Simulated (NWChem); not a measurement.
A series in which one site is exchanged, each optimised at PBE0/def2-SVP with NWChem, gas phase unless a solvent is named. For some, no frequency run checked for a minimum. def2 effective core potentials on I, Hf; no spin-orbit coupling.

A: [F][Hf]([Cl])([F])[F] (HfClF3; site = Cl)
B: [F][Hf]([F])([F])[F] (HfF4; site = F)
C: [F][HfH]([F])[F] (HfHF$_{3}$; site = H)
D: [F][Hf]([F])([F])[I] (HfIF3; site = I)

| quantity | A | B | C | D |
|---|---|---|---|---|
| dipole (D), PBE0/def2-SVP | 0.09 | 0.00 | ? | 0.02 |
| static polarisability, PBE/def2-SVPD (bohr³) | 52.6 | 37.5 | ? | 75.6 |
| lowest singlet excitation, PBE/def2-SVPD, TDA (eV) | 6.39 | 8.48 | ? | 4.81 |

Task: Complete the blanks.

Result: 
- dipole (D), PBE0/def2-SVP, C: 0.06
- static polarisability, PBE/def2-SVPD (bohr³), C: 41.8
- lowest singlet excitation, PBE/def2-SVPD, TDA (eV), C: 5.80
